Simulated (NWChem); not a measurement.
C2H5BO2; SMILES CB(O)C=O

```xyz
10

C     -0.6880    -1.8714     0.0019
B      0.0566    -0.4935     0.0012
O      1.4019    -0.3876     0.0004
C     -0.6763     0.9578     0.0011
O      0.0315     1.9588    -0.0015
H     -1.3447    -1.9611    -0.8757
H     -1.3506    -1.9572     0.8755
H     -0.0025    -2.7243     0.0060
H      1.6229     0.5684    -0.0005
H     -1.7826     1.0869     0.0035
```
Atoms are numbered in this order, from 1.

Level: B3LYP/6-31G* (spherical d) (NWChem), optimised geometry, unscaled harmonic frequencies. B3LYP is NWChem's, with the RPA form of VWN correlation.

### Question
List the harmonic frequencies with IR intensities, and the thermochemistry.

### Answer
| frequency (cm⁻¹) | IR intensity (km/mol) |
|---|---|
| 77 | 0.3 |
| 142 | 8.9 |
| 226 | 13.9 |
| 318 | 13.7 |
| 405 | 0.0 |
| 541 | 15.5 |
| 758 | 73.3 |
| 762 | 17.4 |
| 858 | 4.7 |
| 887 | 32.0 |
| 986 | 24.5 |
| 1031 | 91.5 |
| 1280 | 189.3 |
| 1370 | 64.2 |
| 1406 | 38.5 |
| 1445 | 133.4 |
| 1496 | 6.5 |
| 1507 | 23.3 |
| 1756 | 47.7 |
| 2900 | 134.6 |
| 3029 | 1.9 |
| 3075 | 12.7 |
| 3132 | 15.3 |
| 3572 | 73.8 |

| Property | Value |
|---|---|
| zero-point energy | 47.1 kcal/mol |
| thermal correction to the enthalpy at 298.15 K (with zero-point energy) | 51.5 kcal/mol |
| heat capacity Cv | 19.8 cal/(mol K) |
| entropy at 298.15 K and 1 atm (symmetry number 1) | 76.9 cal/(mol K) |
| dipole moment | 1.56 D |

Rigid rotor and harmonic oscillator; modes under 100 cm⁻¹ make the entropy uncertain.
